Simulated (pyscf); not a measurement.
Optimised with ωB97X-D3(BJ)/def2-SVP in PySCF.

Problem. For H₃Si–Cl + Cl–Sb=Se -> H₃Si–Se–Sb(Cl)–Cl, an addition across a multiple bond or ene-type step (singlet surface; Cl–Si broken, Cl–Sb, Se–Si formed), PBE/def2-TZVP gives ΔE‡ = 0.45 eV and ΔE = -0.78 eV (zero: the separated reactants). In which direction and how far do B3LYP-D3(BJ)/def2-TZVP, M06-2X/def2-TZVP, ωB97M-D3(BJ)/def2-TZVP move these?

Solution. B3LYP-D3(BJ): ΔE‡ = 0.44 eV, ΔE = -0.95 eV; M06-2X: ΔE‡ = 0.39 eV, ΔE = -1.04 eV; ωB97M-D3(BJ): ΔE‡ = 0.46 eV, ΔE = -0.97 eV. PBE's barrier lies among them. Its reaction energy lies over all of them, by 0.17 to 0.26 eV. On the reactant side the descent ends in a complex, 0.33 eV under the separated species and 0.45 eV under the saddle at ωB97X-D3(BJ)/def2-TZVP. At ωB97X-D3(BJ)/def2-TZVP the barrier from the zero used here is 0.12 eV. One saddle was located; it need not be the lowest between these sides. Elements up to Kr have no core potential and no relativistic terms here. Elements past Kr carry the def2 core potentials, without spin-orbit coupling.
